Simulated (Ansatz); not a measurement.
Nudged elastic band run: CH₆BClFN

Input:

```yaml
crystal:
  periodic: [false, false, false]
  atoms:
    - { symbol: B, position_ang: [0.125046, -0.385133, 0.139428] }
    - { symbol: "N", position_ang: [0.053987, -0.046553, 1.506622] }
    - { symbol: H, position_ang: [-0.74534, -0.292615, 2.051476] }
    - { symbol: H, position_ang: [0.873147, 0.10985, 2.050097] }
    - { symbol: C, position_ang: [1.43019, -0.262708, -0.737408] }
    - { symbol: H, position_ang: [1.718203, -1.24293, -1.113578] }
    - { symbol: H, position_ang: [1.244281, 0.358853, -1.610003] }
    - { symbol: H, position_ang: [2.279669, 0.151806, -0.202912] }
    - { symbol: F, position_ang: [-1.004309, -0.806278, -0.430584] }
    - { symbol: Cl, position_ang: [-0.610142, 3.415096, 1.631945] }
    - { symbol: H, position_ang: [-0.423234, 2.162814, 1.485218] }
basis:
  gaussian: { orbitals: "6-31G*" }
hamiltonian:
  xc: hf
neb:
  order_check: false
  images: 9
  f_tol: 0.05
  max_iterations: 52
  final_atoms:
    - { symbol: B, position_ang: [0.01426697, 0.61244748, 0.084569] }
    - { symbol: "N", position_ang: [-0.01421035, 0.182762, 1.70154915] }
    - { symbol: H, position_ang: [-0.06001294, -0.81739605, 1.80256539] }
    - { symbol: H, position_ang: [0.79296683, 0.51978239, 2.1966347] }
    - { symbol: C, position_ang: [1.30905745, -0.02199718, -0.60057556] }
    - { symbol: H, position_ang: [1.28250357, -1.11163481, -0.57354246] }
    - { symbol: H, position_ang: [1.35214299, 0.26642588, -1.64660442] }
    - { symbol: H, position_ang: [2.24116612, 0.30202403, -0.1434687] }
    - { symbol: F, position_ang: [-1.19059079, 0.15347529, -0.36482893] }
    - { symbol: Cl, position_ang: [0.04580403, 2.4977338, 0.17872006] }
    - { symbol: H, position_ang: [-0.83159587, 0.57857916, 2.13528278] }
  initial_path:
    images:
      - { positions_ang: [[0.125046, -0.385133, 0.139428], [0.053987, -0.046553, 1.506622], [-0.74534, -0.292615, 2.051476], [0.873147, 0.10985, 2.050097], [1.43019, -0.262708, -0.737408], [1.718203, -1.24293, -1.113578], [1.244281, 0.358853, -1.610003], [2.279669, 0.151806, -0.202912], [-1.004309, -0.806278, -0.430584], [-0.610142, 3.415096, 1.631945], [-0.423234, 2.162814, 1.485218]] }
      - { positions_ang: [[0.09959551, -0.31260877, 0.11517832], [0.04431413, -0.02097367, 1.58836218], [-0.77018896, -0.26591044, 2.13375979], [0.87555719, 0.16382399, 2.12530902], [1.42016876, -0.22388467, -0.74716779], [1.71604994, -1.21896164, -1.07091994], [1.24348605, 0.36417332, -1.64587395], [2.25431679, 0.22139399, -0.20789313], [-1.03305022, -0.65635211, -0.47171059], [-0.54143423, 3.14088388, 1.42320942], [-0.36731697, 1.97061813, 1.52804767]] }
      - { positions_ang: [[0.07414502, -0.24008454, 0.09092863], [0.03464127, 0.00460566, 1.67010236], [-0.79503792, -0.23920588, 2.21604358], [0.87796739, 0.21779797, 2.20052104], [1.41014753, -0.18506133, -0.75692757], [1.71389687, -1.19499328, -1.02826189], [1.2426911, 0.36949364, -1.68174489], [2.22896458, 0.29098198, -0.21287425], [-1.06179143, -0.50642622, -0.51283719], [-0.47272646, 2.86667175, 1.21447384], [-0.31139994, 1.77842225, 1.57087735]] }
      - { positions_ang: [[0.04869453, -0.16756031, 0.06667895], [0.0249684, 0.03018499, 1.75184254], [-0.81988688, -0.21250132, 2.29832738], [0.88037758, 0.27177196, 2.27573306], [1.40012629, -0.146238, -0.76668736], [1.71174381, -1.17102492, -0.98560383], [1.24189615, 0.37481396, -1.71761584], [2.20361237, 0.36056997, -0.21785538], [-1.09053265, -0.35650033, -0.55396378], [-0.40401869, 2.59245963, 1.00573826], [-0.25548291, 1.58622638, 1.61370702]] }
      - { positions_ang: [[0.02324405, -0.09503608, 0.04242927], [0.01529554, 0.05576431, 1.83358272], [-0.84473584, -0.18579677, 2.38061117], [0.88278777, 0.32574594, 2.35094508], [1.39010506, -0.10741466, -0.77644715], [1.70959074, -1.14705656, -0.94294578], [1.2411012, 0.38013429, -1.75348679], [2.17826016, 0.43015797, -0.22283651], [-1.11927387, -0.20657444, -0.59509038], [-0.33531092, 2.31824751, 0.79700268], [-0.19956587, 1.3940305, 1.65653669]] }
      - { positions_ang: [[-0.00220644, -0.02251185, 0.01817958], [0.00562267, 0.08134364, 1.91532289], [-0.8695848, -0.15909221, 2.46289496], [0.88519797, 0.37971993, 2.4261571], [1.38008382, -0.06859133, -0.78620693], [1.70743768, -1.12308821, -0.90028772], [1.24030624, 0.38545461, -1.78935774], [2.15290795, 0.49974596, -0.22781764], [-1.14801509, -0.05664856, -0.63621697], [-0.26660315, 2.04403538, 0.58826709], [-0.14364884, 1.20183463, 1.69936637]] }
      - { positions_ang: [[0.00108824, 0.10448002, 0.03145747], [0.00165607, 0.10162732, 1.87256814], [-0.70767043, -0.29075298, 2.33082905], [0.86675174, 0.40773242, 2.38025262], [1.36587854, -0.0592725, -0.74908066], [1.62245086, -1.12079753, -0.83493867], [1.26267359, 0.36164886, -1.76080707], [2.17055958, 0.46020157, -0.21094785], [-1.15653023, -0.01462379, -0.58193936], [-0.20412172, 2.13477507, 0.50635769], [-0.28123825, 1.07718353, 1.78654965]] }
      - { positions_ang: [[0.00438292, 0.23147188, 0.04473535], [-0.00231054, 0.12191099, 1.8298134], [-0.54575606, -0.42241375, 2.19876313], [0.84830551, 0.43574492, 2.33434814], [1.35167327, -0.04995367, -0.71195439], [1.53746403, -1.11850685, -0.76958961], [1.28504094, 0.33784312, -1.73225641], [2.18821122, 0.42065718, -0.19407806], [-1.16504537, 0.02740098, -0.52766176], [-0.14164028, 2.22551475, 0.42444828], [-0.41882766, 0.95253244, 1.87373293]] }
      - { positions_ang: [[0.00767761, 0.35846375, 0.05801323], [-0.00627714, 0.14219466, 1.78705865], [-0.38384169, -0.55407451, 2.06669722], [0.82985929, 0.46375741, 2.28844366], [1.337468, -0.04063484, -0.67482811], [1.45247721, -1.11621617, -0.70424056], [1.30740829, 0.31403737, -1.70370575], [2.20586285, 0.3811128, -0.17720828], [-1.17356051, 0.06942575, -0.47338415], [-0.07915884, 2.31625444, 0.34253887], [-0.55641706, 0.82788135, 1.96091621]] }
      - { positions_ang: [[0.01097229, 0.48545562, 0.07129112], [-0.01024375, 0.16247833, 1.7443039], [-0.22192731, -0.68573528, 1.9346313], [0.81141306, 0.4917699, 2.24253918], [1.32326272, -0.03131601, -0.63770184], [1.36749039, -1.11392549, -0.63889151], [1.32977564, 0.29023163, -1.67515508], [2.22351449, 0.34156841, -0.16033849], [-1.18207565, 0.11145052, -0.41910654], [-0.01667741, 2.40699412, 0.26062947], [-0.69400647, 0.70323026, 2.0480995]] }
      - { positions_ang: [[0.01426697, 0.61244748, 0.084569], [-0.01421035, 0.182762, 1.70154915], [-0.06001294, -0.81739605, 1.80256539], [0.79296683, 0.51978239, 2.1966347], [1.30905745, -0.02199718, -0.60057556], [1.28250357, -1.11163481, -0.57354246], [1.35214299, 0.26642588, -1.64660442], [2.24116612, 0.30202403, -0.1434687], [-1.19059079, 0.15347529, -0.36482893], [0.04580403, 2.4977338, 0.17872006], [-0.83159587, 0.57857916, 2.13528278]] }
```

Run as:

```bash
$ ansatz run input.yaml --threads 1 --pin off --max-ram 2048MiB --backend cpu --events-out ev --progress --plain --runs-dir out
```

Output, in part (warnings, iteration lines, the closing report on the highest movable image, with atoms numbered from 0):

```
NEB end point (image 0): max|allowed force component| = 2.987e-2 eV/Å (the criterion of neb.relax_end_points is 1.000e-2)
NEB end point (image 10): max|allowed force component| = 2.464e-3 eV/Å (the criterion of neb.relax_end_points is 1.000e-2)
NEB iter   1: max|band force component| = 1.140e1 eV/Å  barrier→ = 4.3046 eV  barrier← = 4.6809 eV  Δτ_max = 0.2000 Å  (365 SCF iters)
NEB iter   2: max|band force component| = 3.961e0 eV/Å  barrier→ = 2.5675 eV  barrier← = 2.9438 eV  Δτ_max = 0.2000 Å  (276 SCF iters)
NEB iter   3: max|band force component| = 4.950e0 eV/Å  barrier→ = 1.5079 eV  barrier← = 1.8842 eV  Δτ_max = 0.1031 Å  (284 SCF iters)
NEB iter   4: max|band force component| = 2.209e0 eV/Å  barrier→ = 1.0632 eV  barrier← = 1.4396 eV  Δτ_max = 0.1981 Å  (282 SCF iters)
NEB iter   5: max|band force component| = 1.116e0 eV/Å  barrier→ = 0.8443 eV  barrier← = 1.2206 eV  Δτ_max = 0.0848 Å  (284 SCF iters)
NEB iter   6: max|band force component| = 1.025e0 eV/Å  barrier→ = 0.7628 eV  barrier← = 1.1391 eV  Δτ_max = 0.0706 Å  (287 SCF iters)
NEB iter   7: max|band force component| = 5.348e-1 eV/Å  barrier→ = 0.7964 eV  barrier← = 1.1727 eV  Δτ_max = 0.1263 Å  (283 SCF iters)
NEB iter   8: max|band force component| = 8.099e-1 eV/Å  barrier→ = 0.8811 eV  barrier← = 1.2575 eV  Δτ_max = 0.0446 Å  (287 SCF iters)
NEB iter   9: max|band force component| = 1.129e0 eV/Å  barrier→ = 0.8644 eV  barrier← = 1.2407 eV  CI = image 4  Δτ_max = 0.0641 Å  (273 SCF iters)
NEB iter  10: max|band force component| = 9.270e-1 eV/Å  barrier→ = 0.8458 eV  barrier← = 1.2221 eV  CI = image 4  Δτ_max = 0.1279 Å  (280 SCF iters)
NEB iter  11: max|band force component| = 6.282e-1 eV/Å  barrier→ = 0.8176 eV  barrier← = 1.1939 eV  CI = image 4  Δτ_max = 0.1981 Å  (263 SCF iters)
NEB iter  12: max|band force component| = 4.237e-1 eV/Å  barrier→ = 0.7574 eV  barrier← = 1.1337 eV  CI = image 4  Δτ_max = 0.1976 Å  (276 SCF iters)
NEB iter  13: max|band force component| = 5.505e-1 eV/Å  barrier→ = 0.7326 eV  barrier← = 1.1089 eV  CI = image 5  Δτ_max = 0.0997 Å  (279 SCF iters)
NEB iter  14: max|band force component| = 4.121e-1 eV/Å  barrier→ = 0.7337 eV  barrier← = 1.1100 eV  CI = image 5  Δτ_max = 0.1011 Å  (281 SCF iters)
NEB iter  15: max|band force component| = 4.572e-1 eV/Å  barrier→ = 0.7253 eV  barrier← = 1.1016 eV  CI = image 5  Δτ_max = 0.0502 Å  (266 SCF iters)
NEB iter  16: max|band force component| = 4.372e-1 eV/Å  barrier→ = 0.7229 eV  barrier← = 1.0992 eV  CI = image 5  Δτ_max = 0.0250 Å  (267 SCF iters)
NEB iter  17: max|band force component| = 2.784e-1 eV/Å  barrier→ = 0.7224 eV  barrier← = 1.0987 eV  CI = image 5  Δτ_max = 0.0250 Å  (244 SCF iters)
NEB iter  18: max|band force component| = 7.176e-2 eV/Å  barrier→ = 0.7223 eV  barrier← = 1.0986 eV  CI = image 5  Δτ_max = 0.0225 Å  (235 SCF iters)
NEB iter  19: max|band force component| = 4.996e-2 eV/Å  barrier→ = 0.7221 eV  barrier← = 1.0984 eV  CI = image 5  Δτ_max = 0.0000 Å  (534 SCF iters)
Total energy: -18490.36340727 eV, -679.5083219988 hartree
Atom 0 at     0.024962    -0.106657     0.137527 Å, force     0.000725     0.002225     0.005261 eV/Å
Atom 1 at    -0.013817     0.183425     1.638308 Å, force     0.017434    -0.024361     0.005447 eV/Å
Atom 2 at    -0.806720    -0.209611     2.118756 Å, force    -0.004725     0.005257    -0.004675 eV/Å
Atom 3 at     0.834257    -0.018427     2.140589 Å, force    -0.002436    -0.003286    -0.001016 eV/Å
Atom 4 at     1.356661    -0.084958    -0.666233 Å, force     0.005400    -0.004069    -0.007406 eV/Å
Atom 5 at     1.817334    -1.073085    -0.639094 Å, force     0.001970     0.003109     0.001664 eV/Å
Atom 6 at     1.166281     0.156643    -1.705284 Å, force    -0.000129    -0.002688    -0.000414 eV/Å
Atom 7 at     2.066176     0.633206    -0.273181 Å, force    -0.002139     0.002117     0.000247 eV/Å
Atom 8 at    -1.129680    -0.489589    -0.330229 Å, force    -0.008975    -0.002378    -0.005514 eV/Å
Atom 9 at    -0.246032     2.913995     0.744902 Å, force    -0.000939     0.002510    -0.002805 eV/Å
Atom 10 at    -0.127924     1.257260     1.604240 Å, force    -0.006186     0.021564     0.009211 eV/Å
Dipole moment:     0.447934    -1.881821     0.573637 e Å
```

The forces met the threshold. A vibrational analysis at the climbing image gives one clearly imaginary mode, 89i cm⁻¹: a first-order saddle point. The orbitals stay closed-shell, which can raise the energy where a bond breaks towards radicals; this wasn't checked here.

Final band (atoms are numbered from 1 in the order of the input):

```csv
image,path coordinate (Å),energy (eV),Cl10–H11 (Å),B1–Cl10 (Å),N2–H11 (Å)
0,0.00,0.00,1.27,4.15,2.26
1,0.44,0.01,1.27,4.02,2.26
2,0.88,0.03,1.28,3.81,2.21
3,1.32,0.10,1.28,3.46,1.99
4,1.75,0.47,1.38,3.12,1.57
5,2.19,0.72,1.87,3.09,1.08
6,2.78,0.58,2.06,2.57,1.03
7,3.37,-0.14,2.32,1.99,1.00
8,3.96,-0.31,2.65,1.89,1.01
9,4.55,-0.35,2.74,1.89,1.01
10,5.14,-0.38,2.88,1.89,1.01
```

Run time: 6 min on 1 thread of AMD EPYC 7R43 64-Core Processor (Zen 3) (shared host), peak memory 0.2 GiB.
